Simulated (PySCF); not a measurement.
`O=C/C=C/C=C/C(Cl)=C\[O-]`, [C7H6ClO2]-, charge -1

Molfile (atoms numbered from 1):
```
C7H6ClO2
     RDKit          3D

 16 15  0  0  0  0  0  0  0  0999 V2000
    4.6591    0.6273   -1.0910 O   0  0  0  0  0  0  0  0  0  0  0  0
    3.6511    0.2300   -0.5090 C   0  0  0  0  0  0  0  0  0  0  0  0
    2.3077    0.5280   -0.8275 C   0  0  0  0  0  0  0  0  0  0  0  0
    1.2474    0.0300   -0.1096 C   0  0  0  0  0  0  0  0  0  0  0  0
   -0.0994    0.2809   -0.3653 C   0  0  0  0  0  0  0  0  0  0  0  0
   -1.1204   -0.2511    0.3949 C   0  0  0  0  0  0  0  0  0  0  0  0
   -2.4842   -0.0741    0.2378 C   0  0  0  0  0  0  0  0  0  0  0  0
   -3.0737    0.9361   -1.0650 Cl  0  0  0  0  0  0  0  0  0  0  0  0
   -3.4696   -0.6544    1.0594 C   0  0  0  0  0  0  0  0  0  0  0  0
   -3.2647   -1.3925    2.0239 O   0  0  0  0  0  0  0  0  0  0  0  0
    3.7688   -0.4425    0.3740 H   0  0  0  0  0  0  0  0  0  0  0  0
    2.1263    1.1764   -1.6746 H   0  0  0  0  0  0  0  0  0  0  0  0
    1.4755   -0.6171    0.7327 H   0  0  0  0  0  0  0  0  0  0  0  0
   -0.3503    0.9231   -1.1993 H   0  0  0  0  0  0  0  0  0  0  0  0
   -0.8676   -0.8945    1.2303 H   0  0  0  0  0  0  0  0  0  0  0  0
   -4.5136   -0.3969    0.7768 H   0  0  0  0  0  0  0  0  0  0  0  0
  1  2  2  0
  2  3  1  0
  3  4  2  0
  4  5  1  0
  5  6  2  0
  6  7  1  0
  7  8  1  0
  7  9  2  0
  9 10  1  0
  2 11  1  0
  3 12  1  0
  4 13  1  0
  5 14  1  0
  6 15  1  0
  9 16  1  0
M  CHG  1  10  -1
M  END
```

Method used: TDDFT wB97X-D/def2-SVPD excited states, vertical, gas phase in PySCF 2.14.0. Geometry: GFN2-xTB.

For a gas-phase anion, states above the detachment energy (about 3.2 eV, taken as minus the energy of the highest occupied orbital) lie in the continuum and depend on the basis.

(1) Give the one- and two-photon strengths of the lowest singlets.

Answers

(1) δ for parallel linear polarisation; σ at the peak of a Lorentzian of half width 0.1 eV, single beam; Ω is circular over linear.
```tsv
state	E (eV)	f	photon λ (nm)	δ (au)	σ (GM)	Ω	main
S1	3.36	1.196	738	486	2.01	1.10	HOMO→LUMO 0.96
S2	4.17	0.000	595	0.33	0.00	1.50	HOMO−1→LUMO 0.75, HOMO−2→LUMO+3 0.09
S3	4.21	0.000	589	1.12	0.01	1.50	HOMO−2→LUMO 0.76, HOMO−1→LUMO+3 0.09
S4	4.87	0.002	509	48.3	0.42	1.50	HOMO→LUMO+1 0.65
S5	5.26	0.000	472	11.3	0.12	1.50	HOMO→LUMO+2 0.81
```

Among these, the strongest one-photon state is S1, the strongest two-photon state S1.
